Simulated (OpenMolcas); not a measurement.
V3+ (d2) among equal point charges was computed by CASSCF with the d shell active (OpenMolcas, ANO-RCC-VTZP on the metal). Its lowest spin-free states, and all those of the highest spin:

| 2S+1 | Degeneracy | E (cm-1) |
| --- | --- | --- |
| 3 | 3 | 0.0 |
| 3 | 3 | 4268 |
| 3 | 1 | 9425 |
| 1 | 3 | 14614 |
| 1 | 2 | 15353 |
| 3 | 3 | 19667 |
| 1 | 3 | 23135 |
| 1 | 3 | 25189 |
| 1 | 1 | 25201 |
| 1 | 2 | 27667 |
| 1 | 1 | 55722 |

Is the site octahedral, tetrahedral or cube-like, axial, or of lower symmetry?

The states with 2S+1 = 3 have orbital degeneracies 3, 3, 1, 3. Threefold states need a cubic site. For d2 at this spin an octahedron puts the threefold T1 below the threefold T2 and a tetrahedron or cube puts the single A2 below the threefold T2, so the site is octahedral. The run had V3+ among 6 point charges of -1.1 e arranged as an octahedron (Oh), 1.8 Å from the ion.

An orbital triplet at a regular site is open to Jahn-Teller coupling, which can distort the site and quench the lowest spin-orbit gaps and is left out. Without dynamic correlation the repulsion within the d shell is too large (B by tens of per cent), so at a given field states of lower spin stand too high. This field is weak: 10Dq is about 5243 cm-1, while octahedral complexes of 3d ions of charge 3 and more, computed by the same method with explicit ligands, had a median near 15000 cm-1. Ground spin and moment need not be those of a real site. This is an electrostatic model: the charges have no orbitals. No measured value stands beside these numbers.
